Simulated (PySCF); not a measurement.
Two-dimensional NMR puzzle

Compound of formula C$_{3}$H$_{15}$NSi$_{3}$. Correlations simulated from computed shifts and the bond graph:

HSQC (one-bond C–H):
```
  δH    δC
2.66  43.6
0.30  -8.6
```

COSY cross peaks (H two or three bonds apart, from the bond graph; peaks can be absent where the dihedral angle is near 90°):
```
  δH    δH
5.01  4.81
5.01  4.14
4.81  4.14
4.14  3.39
4.14  0.30
```

HMBC (two and three bonds, from the bond graph):
```
  δH          δC
5.01  43.6, -8.6
4.81  43.6, -8.6
4.14        -8.6
3.39        -8.6
2.66        43.6
```

- geometry from GFN2-xTB
- GIAO PBE0/pcSseg-1 shieldings
- run in PySCF 2.14.0 with density-fitted response routines
- no relativistic terms, in vacuum, a single conformation, equivalent nuclei averaged

Shifts are taken against calculated references (same method and geometry level): 1H, 13C vs TMS.

Exchangeable hydrogens are left out of these lists.

Problem. Which molecule is this?

Solution. SMILES [Si@@H]([SiH2]N(C)C)(C)[SiH3].

Numbering as in the mapped SMILES `[CH3:1][N:2]([CH3:3])[SiH2:4][Si@H:5]([CH3:6])[SiH3:7]`. Hydrogens are named by the atom that carries them. Ha(Si4) is pro-R; Hb(Si4) is pro-S.

1. δC 43.6 is C1/C3, a methyl carbon bonded to N (δH 2.66).
2. δC -8.6 is C6, a methyl carbon bonded to Si (δH 0.30).
3. COSY links 5.01–4.81, 5.01–4.14, 4.81–4.14, 4.14–3.39, 4.14–0.30.

The shifts were computed for this structure.

Shifts are as computed. Against solution values, carbons near 30 ppm lie about +3 ppm off and those near 130 ppm about +5 ppm. Of 1211 compounds with measured shifts, 218 miss one by over three times the rms of a fit or turn the order of signals round; such compounds aren't used in these exercises.
